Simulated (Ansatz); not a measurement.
Ansatz results at the PBE0-D4/def2-TZVP geometry: LUMO energy (PBE/def2-TZVPP) -1.98 eV; HOMO energy (PBE0/def2-TZVPP) -7.75 eV; HOMO energy (PBE/def2-TZVPP) -6.70 eV.

Each molecule was computed in one conformer, which needn't be the lowest.

Task: Which molecule gave them?
A. `C=C([SiH3])[SiH2][SiH3]`
B. `B1C=NCO1`
C. `N=C(O)Br`
D. `[SiH3]/N=[CH]\[SnH3]`

Result: A. The others give `N=C(O)Br`: -1.32, -8.23, -6.78; `B1C=NCO1`: -2.70, -7.95, -6.41; `[SiH3]/N=[CH]\[SnH3]`: -2.46, -6.54, -5.37.
